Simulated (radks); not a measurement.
Results of a calculation; reference values are marked as such.
Fractional charge and spin in the 3s shell of sulfur: the spin-up occupation runs from 0 to 1 and the spin-down occupation from 0 to 1; the fullest corner is S, [Ne] 3p(up 2, down 2) 3s(up 1, down 1). Level of theory: non-relativistic Kohn-Sham, r2SCAN, spin-polarised, spherical densities, point nucleus; meta-GGA in the generalised Kohn-Sham scheme (a radial shooting solver on a logarithmic mesh with Libxc functionals). Energy (eV) minus the two flat planes that join the four corners (they meet along the diagonal where the two added fractions sum to one electron); zero is where a piecewise linear energy would lie.

| down \ up | 0 | 0.5 | 1 |
|---|---|---|---|
| 0 | 0.000 | -1.406 | 0.000 |
| 0.5 | -1.406 | 0.503 | -1.237 |
| 1 | 0.000 | -1.237 | 0.000 |

Corners above the fullest one (they belong to S+ and the next ion): (up 1, down 0) 22.739 eV, (up 0, down 1) 22.739 eV, (up 0, down 0) 58.079 eV. With half an added electron in each spin the energy lies 0.503 eV from the planes, and with half an added electron in spin up alone -1.406 eV. The planes are only a guide here: the flat-plane condition holds for ground states with one frontier orbital, while this shell lies below other occupied shells, so the corners above the fullest one are inner-hole states and not the ground states of those ions.
